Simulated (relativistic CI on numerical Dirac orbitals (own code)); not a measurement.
Computed by Dirac-Coulomb-Breit CI, orbitals from a KLI potential per configuration, model QED (radiative potential, 1s self-energy scaled to tabulated hydrogen-like ionisation energies), unscaled Slater integrals (own radial code, finite nucleus).

CI space (outside the closed core [Ar]): 3d10.4s, 3d10.4p, 3d10.4d, 3d10.4f, 3d10.5s, 3d10.5p, 3d10.5d, 3d10.5f, 3d10.5g, 3d10.6s, 3d10.6p, 3d9.4s2, 3d10.6d, 3d10.6f, 3d9.4s.4p, 3d10.7s, 3d9.4s.4d, 3d10.8s, 3d9.4s.4f, 3d9.4s.5s, 3d9.4s.5p, 3d9.4s.5d, 3d9.4s.5f. Double excitations out of closed p, d and f shells are left out; levels of such configurations are missing from the list, as are those of other unlisted configurations, and high levels can miss mixing partners.

At this charge energies of transitions that change n are usually good to better than 1 %, and those within a shell (Δn = 0) to a few per cent.

Outline of the computed level scheme of Au LI. Lowest level of each configuration: 3d10.4s 2S_1/2 at 0.00 eV; 3d10.4p 2P°_1/2 at 110.07 eV; 3d10.4d 2D_3/2 at 420.75 eV; 3d10.4f 2F°_5/2 at 629.15 eV; 3d10.5s 2S_1/2 at 1172.35 eV; 3d10.5p 2P°_1/2 at 1226.19 eV; 3d10.5d 2D_3/2 at 1373.90 eV; 3d10.5f 2F°_5/2 at 1467.90 eV; 3d10.5g 2G_7/2 at 1514.00 eV.

Some strong electric-dipole decays among the lowest 16 levels: 3d10.5g 2G_9/2 → 3d10.4f 2F°_7/2 (3.2e+13 s⁻¹); 3d10.5g 2G_7/2 → 3d10.4f 2F°_5/2 (3.1e+13 s⁻¹); 3d10.5f 2F°_7/2 → 3d10.4d 2D_5/2 (1.8e+13 s⁻¹); 3d10.5f 2F°_5/2 → 3d10.4d 2D_3/2 (1.6e+13 s⁻¹); 3d10.5s 2S_1/2 → 3d10.4p 2P°_3/2 (1.0e+13 s⁻¹); 3d10.5d 2D_5/2 → 3d10.4p 2P°_3/2 (8.9e+12 s⁻¹); 3d10.5p 2P°_1/2 → 3d10.4s 2S_1/2 (7.0e+12 s⁻¹); 3d10.5p 2P°_1/2 → 3d10.4d 2D_3/2 (5.5e+12 s⁻¹).

LS names give the leading component of a level, which can be under half, so a name can repeat, a term be missing and a line seem to break the LS rules.
